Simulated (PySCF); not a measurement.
Ligand exchange on a metal centre used in film growth or etching (Ti OH-H). All species are isolated molecules in the gas phase. One relaxed conformer stands for each flexible species; it need not be the lowest.

The HOMO–LUMO gap from two functionals at the same geometries (r2SCAN-D4/def2-SVP), both in PySCF: PBE-D3(BJ)/def2-TZVP and TPSSh-D3(BJ)/def2-TZVP. 

```tsv
species	TPSSh-D3(BJ)/def2-TZVP (eV)
0 of 4 OH replaced by H ([Ti(OH)4])	6.37
1 of 4 OH replaced by H	5.55
2 of 4 OH replaced by H	4.88
3 of 4 OH replaced by H ([Ti(OH)(H)3])	4.85
4 of 4 OH replaced by H	4.67
```

Problem. What does PBE-D3(BJ)/def2-TZVP give for each?

Solution. 
- 0 of 4 OH replaced by H ([Ti(OH)4]): 5.18
- 1 of 4 OH replaced by H: 4.23
- 2 of 4 OH replaced by H: 3.45
- 3 of 4 OH replaced by H ([Ti(OH)(H)3]): 3.42
- 4 of 4 OH replaced by H: 3.14
Over these rows, drawn at random from the members with no instability flagged (it was tested for open shells, ions and some series alone), PBE minus TPSSh-D3(BJ): mean -1.38 eV, from -1.53 eV to -1.19 eV.
